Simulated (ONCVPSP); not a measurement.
**Fe: excitation energies, all-electron against ONCV**

| Item | Value |
| --- | --- |
| Element | iron (Fe) |
| Generator | ONCVPSP 4.0.1 |
| Type | optimised norm-conserving Vanderbilt (ONCV) |
| Functional | PBEsol |
| Relativity | scalar-relativistic |
| Frozen core | [Ar] |
| Valence charge | 8 |
| Reference configuration | 3d6 4s1.5 (charge +0.5) |
| Partial waves | 4s: rc 2.50 bohr, ncon 4, nbas 7, qcut 2.4 1/bohr, 2 projectors, debl 3.8 Ha; p scattering state at 0.32 Ha: rc 2.75 bohr, ncon 4, nbas 8, qcut 3.2 1/bohr, 2 projectors, debl 3.2 Ha; 3d: rc 1.90 bohr, ncon 5, nbas 10, qcut 8.4 1/bohr, 2 projectors, debl 1 Ha; f scattering state at 0.25 Ha: rc 2.60 bohr, ncon 4, nbas 8, qcut 3.8 1/bohr, 3 projectors, debl 3.1 Ha |
| Local potential | polynomial inside 1.80 bohr (lpopt 5, dvloc0 0 Ha) |
| Core correction | none |

In the p channel the program set the typed energies aside and used 0.050, 3.250 Ha.

Energies are relative to the spin-unpolarised reference configuration 3d6 4s1.5; without spin polarisation the order of configurations can differ from experiment.

```tsv
valence configuration	charge	ΔE all-electron (eV)	error AE − PS (meV)
3d6 4s0	+2	21.367	+37
3d7 4s1	0	-4.295	+6.9
```

What are ΔE and the potential's error for 3d6 4s2?

ΔE = -3.494 eV all-electron; the error (AE − PS) is +0.5 meV.

What are ΔE and the potential's error for 3d6 4s1?

ΔE = 5.251 eV all-electron; the error (AE − PS) is +0.3 meV.

Note: no bound ghost flagged; GHOST(+) flagged for s at 100.8 eV, p at 131.4 eV.
